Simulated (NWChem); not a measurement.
# BaO; SMILES [O]=[Ba]

```xyz
2

Ba     0.0000     0.0000    -0.2461
O      0.0000     0.0000     1.7227
```
Atoms are numbered in this order, from 1.

Program: NWChem. Medium grid unless said otherwise, to which SCAN and Minnesota functionals are sensitive. Structure relaxed at the PBE0-D3(BJ)/def2-TZVP level. def2 effective core potentials on Ba; no spin-orbit coupling.

Q: Among these, which level gives the highest value of “orbital gap (eV)”?
A. Hartree-Fock/def2-SVP
B. PBE/def2-SVP
C. HCTH/407/def2-SVP
D. revPBE/def2-SVP

A: A, Hartree-Fock/def2-SVP. Values: revPBE/def2-SVP 1.81; HCTH/407/def2-SVP 1.83; PBE/def2-SVP 1.86; Hartree-Fock/def2-SVP 7.27
